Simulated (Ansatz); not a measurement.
CH4SSi, SMILES `[SiH3][C]S` (lower singlet; Si–C–S–H torsion 180°) (charge 0, multiplicity 1). This singlet lies 0.50 eV below the relaxed triplet at the level frozen-core CCSD(T)/cc-pVTZ // PBE0-D3(BJ)/def2-TZVP (Ansatz, an electronic-structure program).

Cartesian coordinates (Å):
```xyz
7

Si    -0.9863     0.3186    -0.4018
C      0.5084    -0.7874    -0.4347
S      1.9420    -0.0904    -0.1964
H     -1.8635    -0.2225     0.6686
H     -1.6451     0.1436    -1.7222
H     -0.7758     1.7784    -0.1588
H      2.8202    -1.1402    -0.2770
```
Charge 0, multiplicity 1.

Frozen-core energies in 6-31g from Ansatz at a geometry from PBE0-D3(BJ)/def2-TZVP; the HF reference has <S^2> = 0.00 (restricted, and unstable towards unrestricted orbitals) and the T1 diagnostic is 0.025.

| level | energy (Ha) | difference from CCSDTQ (mHa) |
|---|---|---|
| HF | -726.37848 | 234.40 |
| MP2 | -726.56448 | 48.41 |
| CCSD | -726.60461 | 8.27 |
| CCSD(T) | -726.61146 | 1.42 |
| CCSDT | -726.61256 | 0.32 |
| CCSDT(Q) | -726.61289 | -0.01 |
| CCSDTQ | -726.61288 | 0.00 |
